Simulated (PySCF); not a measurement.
**Low-lying terms of Co¹⁷⁺ (cobalt, charge +17)**

Ground state [Ne], ¹S. All numbers are calculated (PySCF 2.14, scalar relativity by spin-free X2C-1e, in an uncontracted even-tempered set (19 s from 0.544 bohr⁻², ratio 2.5; 12 p from 0.704 bohr⁻², ratio 2.5; 7 d from 0.433 bohr⁻², ratio 2.7; 3 f from 35 bohr⁻², ratio 2.7)). Vertical excitation energies in eV without spin-orbit coupling; excited terms of each kind are numbered among those the solver found. Frozen: 1s2.

| term | leading excitation | EOM-EE-CCSD |
| --- | --- | --- |
| 1 3P° | 2p → s | 806.35 |
| 1 1P° | 2p → s | 809.68 |
| 1 3S | 2p → p | 837.36 |
| 1 3D | 2p → p | 843.26 |
| 1 1D | 2p → p | 845.95 |
| 1 1P | 2p → p | 846.43 |
| 1 3P | 2p → p | 846.52 |
| 1 1S | 2p → p | 867.26 |
| 2 3P° | 2p → d | 888.13 |
| 1 3F° | 2p → d | 890.93 |
| 1 1F° | 2p → d | 893.86 |
| 1 1D° | 2p → d | 894.92 |
| 2 3S | 2s → s | 944.22 |
| 2 1S | 2s → s | 950.58 |

The solver can miss terms. The 22 highest virtual orbitals were dropped.
